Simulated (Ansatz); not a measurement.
Ga2Se3. The state is a singlet with charge 0. Geometry r2SCAN-D4/def2-SVP.

Cartesian coordinates in Å:
```
Ga -0.690 0.620 -0.193
Ga 1.600 -1.076 -0.854
Se 0.501 -0.806 1.419
Se -1.551 0.746 1.898
Se 0.139 0.517 -2.270
```

The 6-31G sets use Cartesian d functions. B3LYP takes the VWN-RPA correlation. The restricted singlet is unstable towards broken spin symmetry in Hartree–Fock (as tested in another run); at HF/STO-3G this wasn't settled. The structure comes from a short search, and lower isomers may exist.

Q: Estimate the orbital energies around the gap (eV) in Ansatz with HF/STO-3G, PBE-D4/def2-TZVPD, B3LYP-D4/6-31G, PBE0-D4/def2-SVP, PBE0-D4/def2-TZVP.

A: 
```json
{"orbital": "HOMO−5", "HF/STO-3G": "-9.04", "PBE-D4/def2-TZVPD": "-7.93", "B3LYP-D4/6-31G": "-8.89", "PBE0-D4/def2-SVP": "-9.01", "PBE0-D4/def2-TZVP": "-8.99"}
{"orbital": "HOMO−4", "HF/STO-3G": "-7.81", "PBE-D4/def2-TZVPD": "-7.52", "B3LYP-D4/6-31G": "-8.60", "PBE0-D4/def2-SVP": "-8.70", "PBE0-D4/def2-TZVP": "-8.75"}
{"orbital": "HOMO−3", "HF/STO-3G": "-7.58", "PBE-D4/def2-TZVPD": "-6.73", "B3LYP-D4/6-31G": "-7.59", "PBE0-D4/def2-SVP": "-7.74", "PBE0-D4/def2-TZVP": "-7.74"}
{"orbital": "HOMO−2", "HF/STO-3G": "-7.33", "PBE-D4/def2-TZVPD": "-6.46", "B3LYP-D4/6-31G": "-7.33", "PBE0-D4/def2-SVP": "-7.49", "PBE0-D4/def2-TZVP": "-7.53"}
{"orbital": "HOMO−1", "HF/STO-3G": "-6.55", "PBE-D4/def2-TZVPD": "-5.96", "B3LYP-D4/6-31G": "-6.64", "PBE0-D4/def2-SVP": "-6.68", "PBE0-D4/def2-TZVP": "-6.73"}
{"orbital": "HOMO", "HF/STO-3G": "-5.66", "PBE-D4/def2-TZVPD": "-5.64", "B3LYP-D4/6-31G": "-6.54", "PBE0-D4/def2-SVP": "-6.66", "PBE0-D4/def2-TZVP": "-6.68"}
{"orbital": "LUMO", "HF/STO-3G": "2.58", "PBE-D4/def2-TZVPD": "-3.96", "B3LYP-D4/6-31G": "-3.67", "PBE0-D4/def2-SVP": "-3.32", "PBE0-D4/def2-TZVP": "-3.32"}
{"orbital": "LUMO+1", "HF/STO-3G": "3.71", "PBE-D4/def2-TZVPD": "-2.91", "B3LYP-D4/6-31G": "-2.46", "PBE0-D4/def2-SVP": "-2.03", "PBE0-D4/def2-TZVP": "-2.10"}
{"orbital": "LUMO+2", "HF/STO-3G": "4.77", "PBE-D4/def2-TZVPD": "-2.31", "B3LYP-D4/6-31G": "-1.92", "PBE0-D4/def2-SVP": "-1.56", "PBE0-D4/def2-TZVP": "-1.60"}
{"orbital": "LUMO+3", "HF/STO-3G": "5.31", "PBE-D4/def2-TZVPD": "-2.00", "B3LYP-D4/6-31G": "-1.61", "PBE0-D4/def2-SVP": "-1.18", "PBE0-D4/def2-TZVP": "-1.28"}
{"orbital": "LUMO+4", "HF/STO-3G": "7.12", "PBE-D4/def2-TZVPD": "-1.08", "B3LYP-D4/6-31G": "-0.53", "PBE0-D4/def2-SVP": "-0.04", "PBE0-D4/def2-TZVP": "-0.23"}
{"orbital": "LUMO+5", "HF/STO-3G": "7.80", "PBE-D4/def2-TZVPD": "-0.93", "B3LYP-D4/6-31G": "-0.40", "PBE0-D4/def2-SVP": "0.09", "PBE0-D4/def2-TZVP": "-0.07"}
```
